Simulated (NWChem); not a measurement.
Molecule: AlHOClF; SMILES [OH][Al]([F])[Cl]

```xyz
5

Al    -0.0533     0.3901     0.0000
F      1.3261     1.3046     0.0000
Cl     0.1116    -1.6781     0.0000
O     -1.5799     1.0950     0.0000
H     -1.7724     2.0337     0.0000
```
Atoms are numbered in this order, from 1.

The geometry was optimised at PBE0/def2-SVP.

 Unshifted, non-relativistic core excitations; the lowest 4 roots alone, so stronger bands may lie above.

Q: List the first O K-edge excitations from BHandHLYP/cc-pVTZ, restricted-window TDA (NWChem).

A: 
```csv
state,energy (eV),dipole oscillator strength,leading excitation (squared amplitude)
S1,531.3,0.0085,1s of atom 4 or its equivalents → LUMO (0.87)
S2,532.4,0.0182,1s of atom 4 or its equivalents → LUMO+1 (0.93)
S3,532.9,0.0321,1s of atom 4 or its equivalents → LUMO+2 (0.61)
S4,534.9,0.0107,1s of atom 4 or its equivalents → LUMO+3 (0.90)
```
